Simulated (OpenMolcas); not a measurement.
Ag VIII: the spin-orbit constant, worked from levels

```
Program             : OpenMolcas
Basis               : ANO-RCC-VQZP [8s7p5d3f2g1h]
Scalar Hamiltonian  : DKH2, point nucleus
Active space        : 4 electrons in 5 orbitals (4d)
State averaging     : 2S+1 = 5 even, 5 roots; 2S+1 = 3 even, 45 roots; 2S+1 = 1 even, 50 roots
Spin-orbit coupling : RASSI with atomic mean-field integrals over the reference wave functions, term energies averaged over their components
```

Methods: CASSCF; MS-CASPT2, IPEA 0.25 Eh, imaginary shift 0.1 Eh (closed shells correlated: 4s 4p). Measured levels: Atoms 5, 11 (2017), spectra Ag VII to Ag IX.

**The spin-orbit constant.** For the Hund term 5D of d4, E(J) = (A/2) J(J+1) + constant and ζ = 2S·A = 4A. From J = 0 to J = 4 the energy changes by 10 A.

```csv
Source,E(4) - E(0),A,ζ
CASSCF,6891.8,689.2,2757
MS-CASPT2,7007.7,700.8,2803
measured,7443.0,744.3,2977
```

All in cm-1. MS-CASPT2 is off by -5.8 % and CASSCF by -7.4 %. Both methods take the spin-orbit matrix elements from the reference wave functions, so the second can move ζ only through the term energies and any multistate remixing. Second-order mixing with other terms is absorbed into this ζ.

CASPT2 does not keep the components of a term degenerate, so their means are used; among the terms shown or strongly mixed into the levels shown the widest spread is 18 cm-1 (4d4 5D, MS-CASPT2). Without dynamic correlation excited terms often stand tens of per cent too high (terms of higher spin than the ground term too low), and those without a measured partner can miss by more than the paired ones (holds for CASSCF). Computed and measured levels are paired by configuration, term and J; levels that our copy of the source lacks, or whose pairing is in doubt (as where it misses far off the trend of its configuration), stay unpaired and out of the deviations. Levels of configurations outside the active space are missing.
